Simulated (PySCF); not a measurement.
H3BO (SMILES BO), singlet, at a GFN2-xTB geometry. Base run: M062X/6-31G in PySCF.

Input for PySCF:
```python
from pyscf import gto, scf, dft, solvent

mol = gto.M(
    atom='''
B    -0.440589   -0.544823    0.063087
H    -0.342800   -1.270403    0.978173
H    -1.267257   -0.704566   -0.765188
O     0.429648    0.454221    0.023073
H     0.375815    1.065317   -0.712999
''',
    basis='6-31g',
    charge=0,
    spin=0,
    verbose=4,
)

mf = dft.RKS(mol)
mf.xc = 'm062x'
mf.kernel()
```

Variants of this job, named by their change:

```csv
change,ΔE vs base (kJ/mol),dipole (D),HOMO-LUMO gap (eV)
base,0.00,2.01,11.15
model = IEF-PCM; solvent = n-hexane; r_probe = 0.5,(withheld),(withheld),11.16
model = COSMO; solvent = n-hexane,-7.66,2.13,11.17
model = IEF-PCM; solvent = n-hexane; vdw_scale = 1.4,(withheld),(withheld),11.16
model = SS(V)PE; solvent = n-hexane,-7.50,2.12,11.17
model = ddCOSMO; solvent = n-hexane,-7.35,2.13,11.18
model = IEF-PCM; solvent = toluene,-9.89,2.16,11.18
model = IEF-PCM; solvent = n-hexane; lebedev_order = 41,-7.59,2.13,11.17
model = IEF-PCM; solvent = n-hexane; vdw_scale = 1.1,-9.83,2.15,11.18
model = IEF-PCM; solvent = n-hexane,-7.57,2.13,11.17
model = IEF-PCM; solvent = n-hexane; lebedev_order = 11,-7.27,2.12,11.17
model = C-PCM; solvent = n-hexane,-9.79,2.16,11.18
```

### Question
Fill in the missing entries.

### Answer

- model = IEF-PCM; solvent = n-hexane; r_probe = 0.5, ΔE vs base (kJ/mol): -3.33
- model = IEF-PCM; solvent = n-hexane; r_probe = 0.5, dipole (D): 2.08
- model = IEF-PCM; solvent = n-hexane; vdw_scale = 1.4, ΔE vs base (kJ/mol): -4.64
- model = IEF-PCM; solvent = n-hexane; vdw_scale = 1.4, dipole (D): 2.09

The base is the gas phase, so ΔE is the electrostatic part of solvation at a fixed geometry, without cavity and dispersion terms.
